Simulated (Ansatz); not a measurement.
Wavefunction ladder for CH$_{6}$FNOSi (`NC(O)[SiH2]F`)

Z-matrix (Å, degrees):
```
C
O 1 1.412
Si 1 1.895 2 107.1
N 1 1.448 2 110.2 3 123.5
H 1 1.102 2 110.6 3 -119.0
H 2 0.965 1 106.1 3 -162.0
F 3 1.606 1 106.6 2 81.8
H 3 1.481 1 114.2 2 -37.7
H 3 1.487 1 109.1 2 -162.8
H 4 1.013 1 113.0 2 -84.6
H 4 1.010 1 112.8 2 150.7
```

Charge 0, multiplicity 1. Geometry: relaxed with PBE0-D4/def2-TZVP. It is one conformer, not always the lowest. Frozen core, restricted reference, Ansatz 0.2.0. CBS rows extrapolate triple and quadruple zeta; past MP2 they add the triple-zeta difference.

| basis | HF (Eh) | MP2 corr. | CCSD corr. | (T) | CCSD(T) total |
| --- | --- | --- | --- | --- | --- |
| def2-SVP | ? | -0.77879 | -0.82226 | ? | ? |
| def2-TZVPP | -559.22573 | -0.99879 | -1.03126 | -0.03608 | -560.29307 |
| def2-QZVPP | ? | -1.07936 | – | – | – |
| CBS(def2) | -559.25115 | ? | -1.17152 | as TZ | ? |

(1) Fill in the withheld values. (An estimate is asked.)

Results:

(1) Computed: def2-SVP HF (Eh): -558.78274; def2-SVP (T): -0.01875; def2-SVP CCSD(T) total: -559.62375; def2-QZVPP HF (Eh): -559.24808; CBS(def2) MP2 corr.: -1.13905; CBS(def2) CCSD(T) total: -560.45875.
